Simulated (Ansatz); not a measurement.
# Which isomer of C2H6AgClSi gives these data?

These gas-phase data were calculated for one isomer of C2H6AgClSi at PBE0-D3(BJ)/def2-SVP (harmonic, unscaled wavenumbers; equilibrium rotational constants with average atomic masses):

| Property | Result |
| --- | --- |
| rotational constants | 2.37, 0.9483, 0.8575 GHz |
| all wavenumbers above 1500 cm⁻¹ | 3174, 3174, 3155, 3154, 3051, 3050 |

Candidates:

(1) `CC[Si@H](Cl)[Ag]`, a singlet
(2) `C[Si](C)(Cl)[Ag]`, a singlet

Question: Which candidate do the data belong to?

Answer: Candidate (2). No mode falls between 2000 and 2380 cm⁻¹, where the Si–H stretch of (1) would stand.

The same quantities for all candidates:

```tsv
	rotational constants (GHz)	wavenumbers above 1500 cm⁻¹	E above the lowest, PBE0-D3(BJ)/def2-SVP (kcal/mol)
(1)	2.674, 0.8402, 0.667	3153, 3139, 3113, 3054, 3050, 2191	11.3
(2)	2.37, 0.9483, 0.8575	3174, 3174, 3155, 3154, 3051, 3050	0.0
```

Each candidate is one conformer. Atoms past krypton carry core potentials. Programs: Ansatz 0.2.0.
